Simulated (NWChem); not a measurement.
Two isomers of C₂H₅ClSi₂, each optimised at PBE0/def2-SVP with NWChem. Flexible species stand in one conformer each, which need not be the lowest. 

A: C1=C[Si@@H]([SiH2]1)Cl
B: ClC1[SiH2][SiH2]C=1

Q: Which is lower in energy, by how much, and how do their other properties compare?

A: A is lower by 31.8 kcal/mol in electronic energy; with zero-point energies, B − A = 29.9 kcal/mol.
```tsv
	A	B
highest occupied level (eV)	-7.71	-7.62
orbital gap (eV)	6.73	6.78
dipole (D)	1.78	1.16
highest harmonic frequency (cm⁻¹)	3177	3185
zero-point energy (kcal/mol)	37.7	35.8
```
